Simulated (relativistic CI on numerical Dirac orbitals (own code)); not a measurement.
**Re5+: 5d valence photoemission**

Computed with this model: Dirac-Coulomb-Breit CI, orbitals from a KLI potential per configuration, QED by a radiative potential, valence Slater integrals scaled by 0.8, multiplet model of photoemission in the sudden approximation; configurations [Xe] 4f14 5d2 → [Xe] 4f14 5d; 80 K; Lorentzian 0.21 eV and Gaussian 0.5 eV FWHM. Energies are those of the free ion, without screening or charge transfer. The energies are binding energies and can lie tens of eV above those of solids. S is read from ⟨S²⟩ = S(S + 1).

Field parameters in Wybourne normalisation: D4h B²₀ = −7Ds, B⁴₀ = 21(Dq − Dt), B⁴₄ = 21√(5/14) Dq. The field is a parameter set, without covalency.

free ion: ground-state S = 0.93, centroid 67.01 eV. Peaks (eV, height): 67.0 (100), 68.2 (7).

D4h, 10Dq = 39950, Ds = -1500, Dt = -10 cm⁻¹: ground-state S = 0.98, centroid 68.63 eV. Peaks (eV, height): 68.6 (100).

D4h, 10Dq = 39950, Ds = -600, Dt = -10 cm⁻¹: ground-state S = 0.97, centroid 68.58 eV. Peaks (eV, height): 68.5 (100).

D4h, 10Dq = 39950, Ds = 1200, Dt = -10 cm⁻¹: ground-state S = 0.97, centroid 68.63 eV. Peaks (eV, height): 68.6 (100).

D4h, 10Dq = 39950, Ds = 2100, Dt = -10 cm⁻¹: ground-state S = 0.98, centroid 68.71 eV. Peaks (eV, height): 68.7 (100).

D4h, 10Dq = 39950, Ds = 3000, Dt = -10 cm⁻¹: ground-state S = 0.98, centroid 68.80 eV. Peaks (eV, height): 68.7 (100).

Strongest unbroadened transitions for D4h, 10Dq = 39950, Ds = 1200, Dt = -10 cm⁻¹:

| Energy (eV) | Relative strength |
| --- | --- |
| 68.50 | 100.0 |
| 68.74 | 73.4 |
| 69.56 | 3.4 |
| 73.73 | 0.0 |
| 74.31 | 0.3 |
